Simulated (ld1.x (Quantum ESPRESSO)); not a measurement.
## Building the RRKJ potential for Ge (Z = 32) (LDA (PZ), scalar-relativistic).

```json
{"Element": "germanium (Ge)", "Generator": "ld1.x (Quantum ESPRESSO) 7.5", "Type": "norm-conserving RRKJ (Kleinman–Bylander form)", "Functional": "LDA (PZ)", "Relativity": "scalar-relativistic", "Frozen core": "[Ar] 3d10", "Valence charge": "4", "Reference configuration": "4s2 4p2", "Partial waves": "4p (bound): rc 2.15 bohr; 4s (bound): rc 1.60 bohr", "Local potential": "the s channel", "Core correction": "a·sin(br)/r model core, default radius (core density twice the valence density)"}
```

All-electron outer shells of the reference configuration (LDA (PZ), scalar-relativistic, ld1.x):

```tsv
shell	level (eV)	outermost node (bohr)	outermost maximum (bohr)
3p	-115.38	0.23	0.54
3d	-29.55	–	0.50
4s	-11.95	0.77	1.73
4p	-4.05	0.82	2.19
```

(1) Estimate the cutoffs (Ry, on a coarse ladder) from which the occupation-weighted sum of valence levels, in a spherical-Bessel basis at the reference potential, stays within 10 and 1 mRy of its value at 400 Ry.

(2) Does the potential have ghost states?

(3) Which valence shell sets the plane-wave cutoff?

(4) Tests: 4s2 4p1; 4s2 4p0; 4s1 4p0; 4s2 4p1.5; 4s1 4p3; 4s0 4p4; 4s1 4p2. Which has the largest error in its energy relative to the reference configuration, and how large is it?

Answers

(1) 30 Ry and 40 Ry.

(2) No extra level below or beside the all-electron valence levels (p, s, d, f tested).

(3) 4s: its level needs 40 Ry to come within 1 mRy, against 25 Ry for 4p.

(4) 4s1 4p0, with -229 meV (all-electron minus pseudo) on +58.57 eV.
